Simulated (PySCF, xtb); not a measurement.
Si(H)(Me)3 (C3H10Si), SMILES C[SiH](C)C.

Harmonic wavenumbers (cm⁻¹) from GFN2-xTB (xtb) at its own minimum, in rising order: 103, 119, 120, 177, 177, 217, 620, 620, 654, 746, 746, 780, 804, 804, 856, 866, 866, 1375, 1375, 1379, 1486, 1491, 1491, 1492, 1492, 1499, 2156, 3031, 3031, 3036, 3039, 3041, 3041, 3043, 3047, 3047.

### Question
What does B3LYP-D3(BJ)/def2-SVP in PySCF give at its own minimum? (The exact figures need the calculation; the answer reports its results.)

### Answer
152, 168, 169, 202, 202, 238, 614, 616, 616, 677, 704, 704, 847, 847, 869, 915, 915, 1268, 1268, 1276, 1428, 1432, 1432, 1442, 1442, 1448, 2184, 3024, 3024, 3025, 3111, 3111, 3113, 3117, 3117, 3117. Paired by order, the mean absolute difference is 49 cm⁻¹ and the zero-point energies are 74.1 and 74.1 kcal/mol.
